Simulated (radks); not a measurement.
Au LIX, 21 electrons, occupied as [Ar] 3d3.

All-electron calculation, scalar-relativistic Kohn-Sham, PBEsol, spin-unpolarised, spherical densities, finite nucleus; Fermi nuclear charge, rms radius 5.4371 fm. Program: a radial shooting solver on a logarithmic mesh with Libxc functionals.

Energy parts (hartree):
| part | energy |
|---|---|
| total | -15656.9077 |
| kinetic | 17851.6028 |
| electron-nucleus | -35273.5741 |
| Hartree | 1970.9314 |
| exchange-correlation | -205.8679 |

Orbitals (lengths in bohr, moments of r in powers of bohr; <r^-3> diverges for s and p1/2; r(90%) holds 90 % of the orbital's charge):
orbital  occ.  eigenvalue (hartree)  r(90%)      <r>  <r^-3>      <r^2>
1s          2             -3117.754  0.0308  0.01687       -  0.0003934
2s          2             -671.3950   0.110  0.07071       -   0.005918
2p          6             -601.3480   0.104  0.06376   25800   0.004960
3s          2             -254.9797   0.255   0.1747       -    0.03481
3p          6             -234.4255   0.258   0.1735    6747    0.03479
3d          3             -215.6908   0.236   0.1543   860.5    0.02753

The highest occupied level is 3d at -5869.2 eV. The density falls to 0.001 e/bohr^3 at r = 0.56 bohr. Summed over all electrons, <r^2> = 0.4033 bohr^2, which gives a Langevin (diamagnetic) susceptibility term of -0.319 x 10^-6 cm^3/mol.
